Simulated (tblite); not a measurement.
C4H11OPSi.
Geometry (GFN2-xTB, Å), atoms numbered from 1 in this order:
```xyz
18
C4H11OPSi angstrom
C      2.087   -0.564    0.798
O      0.706   -0.355    0.666
C      0.284    0.096   -0.602
C      0.394    1.620   -0.777
P     -1.407    1.853   -0.294
C     -1.242    0.004   -0.590
Si    -1.834   -1.227    0.735
H      2.248   -0.946    1.804
H      2.447   -1.298    0.066
H      2.652    0.367    0.668
H      0.790   -0.489   -1.388
H      0.567    1.902   -1.817
H      1.127    2.116   -0.143
H     -1.148    1.778    1.083
H     -1.638   -0.233   -1.580
H     -1.173   -2.509    0.491
H     -3.281   -1.383    0.538
H     -1.588   -0.726    2.083
```

All values are computed: GFN2-xTB (tblite) harmonic vibrations without scaling, gas phase. Errors from tens to a few hundred cm⁻¹ against measured bands are possible. Modes of hydrogen on phosphorus and silicon can be 10 to 20 % off. One conformer, not necessarily the lowest.

Harmonic wavenumbers (cm⁻¹): 59.0, 92.9, 121.4, 178.7, 188.1, 192.8, 313.4, 363.0, 449.5, 521.8, 543.1, 623.8, 649.7, 698.0, 741.2, 758.6, 792.2, 805.0, 839.1, 866.9, 885.8, 954.2, 1012.3, 1017.5, 1076.5, 1110.3, 1131.0, 1135.2, 1147.2, 1178.3, 1218.1, 1245.8, 1318.1, 1405.0, 1426.6, 1469.1, 1488.3, 2220.2, 2241.5, 2267.0, 2301.5, 2813.4, 2903.1, 2927.7, 2941.7, 2971.6, 2986.0, 3028.8.

A = 1942, B = 1775, C = 1050 MHz; mass 134.032 u (most abundant isotopes); point group C1, symmetry number 1.

Question: Zero-point energy?

Answer: ½Σν̃ = 29810 cm⁻¹ = 356.61 kJ/mol.

Question: What is S at 273.15 K and 1 bar for an ideal gas of classical rigid rotors and harmonic oscillators?

Answer: Translation 168.12, rotation 119.72, vibration 97.14: S = 385.0 J/(mol K).

Question: And Cp and H(273.15 K) − H(0)?

Answer: Cp = 143.94 J/(mol K), of which vibrations give 110.68 (their classical limit is 48 R = 399.1); H(273.15 K) − H(0) = 23.67 kJ/mol without the zero-point energy, 14.59 from vibrations.

Question: Blend soft modes into free rotors: weight 1/[1 + (100 cm⁻¹/ν̃)⁴] for the oscillator and the rest for a rotor with moment μB/(μ + B), μ = h/(8π²ν), B = 10⁻⁴⁴ kg m². What vibrational entropy results?

Answer: 91.56 J/(mol K) in place of 97.14, which changes −T·S at 273.15 K by +1.52 kJ/mol.

Question: What must be added to the electronic energy to get the Gibbs energy at 273.15 K and 1 bar?

Answer: ZPE + [H(273.15 K) − H(0)] − T·S = 356.61 + 23.67 − 105.16 = 275.12 kJ/mol.

Hindered rotation and anharmonicity are outside this model. Other conformers, if any are populated, would add a mixing term that is left out. The structure is chiral; the term R ln 2 for an equal mix with its mirror image is left out.
